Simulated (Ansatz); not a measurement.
This geometry of C₂H₄AlF (8 atoms, charge 0, multiplicity 1) is a first-order saddle point.

The calculation used Ansatz 0.2.0, RHF/def2-SVP.

```xyz
8
Properties=species:S:1:pos:R:3
F -1.136 2.341 0.186
C -0.745 1.147 -0.229
C 0.091 0.383 0.447
Al 0.711 -1.403 -0.088
H -1.207 0.908 -1.179
H 0.435 0.823 1.384
H 2.025 -1.567 -0.948
H -0.081 -2.690 0.370
```

(1) Which two structures does it join? (They come from a converged band through this point; their orientation in space is the band's.)

(2) How far does it lie above each of them?

Answers

(1) No bond is made or broken. The dihedral C2–C3–Al4–H7 goes from 0 to 180°. The two ends are copies of one structure, up to a mirror image or an exchange of like atoms.

Image 0:

```xyz
8
Properties=species:S:1:pos:R:3
F -0.478 2.531 0.157
C -0.147 1.317 -0.237
C -0.204 0.253 0.549
Al 0.298 -1.512 -0.091
H 0.170 1.322 -1.273
H -0.549 0.445 1.563
H 0.780 -1.648 -1.591
H 0.223 -2.765 0.866
```

Image 8:

```xyz
8
Properties=species:S:1:pos:R:3
F -0.478 2.532 0.154
C -0.147 1.318 -0.240
C -0.203 0.255 0.546
Al 0.298 -1.513 -0.088
H 0.169 1.324 -1.276
H -0.547 0.447 1.561
H 0.222 -2.761 0.874
H 0.779 -1.658 -1.587
```

(2) 5.0 kcal/mol above the first and 5.0 kcal/mol above the second. This is the barrier of this one path; another mechanism may lie lower.

Time of the run: 46 s on 1 thread of AMD EPYC 7R43 64-Core Processor (Zen 3) (shared host), peak memory 0.15 GiB.
